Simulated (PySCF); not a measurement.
C5H14BNSi.
Numbering: `[SiH3:1][NH:2][B:3]1[CH2:4][CH2:5][CH2:6][CH2:7][CH2:8]1` (hydrogens: H9, H10, H11 on Si1; H12 on N2; H13, H14 on C4; H15, H16 on C5; H17, H18 on C6; H19, H20 on C7; H21, H22 on C8)

Cartesian coordinates in Å at the PBE0-D3(BJ)/def2-SVP level; atoms count from 1:
```xyz
22
C5H14BNSi angstrom
Si     3.5232   -0.1679    0.9993
N      2.1803   -0.9717    0.2097
B      0.7816   -0.7344    0.2398
C     -0.1988   -1.7033   -0.5448
C     -1.3951   -0.9696   -1.1587
C     -2.0661   -0.0318   -0.1604
C     -1.1094    1.0327    0.3660
C      0.1115    0.4335    1.0749
H      4.2654   -1.1298    1.8713
H      4.4911    0.3542   -0.0145
H      3.0183    0.9592    1.8286
H      2.4533   -1.7701   -0.3602
H     -0.5773   -2.4224    0.2100
H      0.3229   -2.3158   -1.3005
H     -1.0540   -0.3742   -2.0254
H     -2.1327   -1.6858   -1.5581
H     -2.9410    0.4494   -0.6280
H     -2.4582   -0.6226    0.6887
H     -1.6481    1.7210    1.0390
H     -0.7696    1.6508   -0.4850
H     -0.2256   -0.0328    2.0230
H      0.8156    1.2254    1.3729
```

Computed at PBE0/pcSseg-1 (PySCF, non-relativistic), with Q(14N) = 0.02044 b, Q(11B) = 0.04059 b: N2, 14N (I = 1): χzz = -2.299 MHz, η = 0.826; B3, 11B (I = 3/2): χzz = 4.333 MHz, η = 0.218.

**Question.** Where would the pure quadrupole (NQR) lines of 14N at N2 fall for the rigid, isolated species?

**Answer.** From ν± = (3/4)|χ|(1 ± η/3) and ν0 = |χ|η/2: ν+ 2.199 MHz, ν− 1.250 MHz, ν0 0.949 MHz (silicon-bound nitrogen).

**Question.** Where would the pure quadrupole (NQR) lines of 11B at B3 fall for the rigid, isolated species?

**Answer.** From ν = (|χ|/2)√(1 + η²/3): ν = 2.184 MHz (three-coordinate boron).

In a crystal, neighbours and librations shift these lines. With a basis this small, the couplings can be 20 % off.

One conformer stands for the species.
